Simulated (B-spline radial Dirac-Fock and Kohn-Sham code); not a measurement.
Rh 4s: cross section and angular parameters

System: neutral rhodium, configuration [Kr] 4d8 5s1; threshold 81.40 eV (tabulated edge). These are calculated numbers from an atomic code on a B-spline grid; the model is Dirac-Hartree-Slater photoionisation with a Latter tail; cross sections with all multipoles, angular parameters from the dipole term and its interference with E2.

Input of the calculation (task.json; shells as n, l, electrons):

```json
{"items": [{
  "Z": 45,
  "q": 0,
  "cfg": [[1, 0, 2], [2, 0, 2], [2, 1, 6], [3, 0, 2], [3, 1, 6], [3, 2, 10], [4, 0, 2], [4, 1, 6], [4, 2, 8], [5, 0, 1]],
  "A": 103,
  "rrms": 4.4945,
  "do": "xps",
  "hv": [60, 61.1, 80, 92.6, 109.0, 128.0, 135.0, 150, 154.0, 386.0, 400, 439.0, 456.0, 798.0, 800, 870.0, 940.0, 995.0, 1000, 1040.0, 1120.0, 1580.0, 1820.0, 2000, 2070.0, 3200.0, 7520.0, 11200.0, 13600.0, 15000],
  "edges": {"K": 23220.0, "L1": 3412.0, "L2": 3146.0, "L3": 3004.0, "M1": 628.1, "M2": 521.3, "M3": 496.5, "M4": 311.9, "M5": 307.2, "N1": 81.4}
}]}
```

Launch: `python xray2_run.py task.json out`

| hν (eV) | σ (kb) | β | γ |
| --- | --- | --- | --- |
| 92.6 | 168 | 1.928 | -0.117 |
| 109 | 173 | 1.953 | 0.007 |
| 128 | 171 | 1.965 | 0.104 |
| 135 | 170 | 1.968 | 0.131 |
| 150 | 165 | 1.973 | 0.177 |
| 154 | ? | ? | ? |
| 386 | 64.6 | 1.989 | 0.298 |
| 400 | 61.6 | 1.989 | 0.295 |
| 439 | 54.3 | 1.990 | 0.285 |
| 456 | 51.5 | 1.990 | 0.281 |
| 798 | 21.9 | 1.993 | 0.165 |
| 800 | 21.9 | 1.993 | 0.164 |
| 870 | 19.1 | 1.993 | 0.141 |
| 940 | 16.8 | 1.993 | 0.119 |
| 995 | 15.2 | 1.993 | 0.103 |
| 1000 | 15.1 | 1.993 | 0.102 |
| 1040 | 14.1 | 1.993 | 0.090 |
| 1120 | 12.5 | 1.993 | 0.069 |
| 1580 | 6.83 | 1.994 | -0.023 |
| 1820 | 5.30 | 1.994 | -0.054 |
| 2000 | 4.47 | 1.995 | -0.070 |
| 2070 | 4.20 | 1.995 | -0.075 |
| 3200 | 1.86 | 1.995 | -0.078 |
| 7520 | 0.330 | 1.995 | 0.389 |
| 11200 | 0.138 | 1.995 | 0.860 |
| 13600 | 0.0890 | 1.994 | 1.146 |
| 15000 | 0.0711 | 1.994 | 1.306 |

Q: Give the values at 154 eV.

A: σ = 163 kb, β = 1.974, γ = 0.187. For an s subshell δ is negligible.
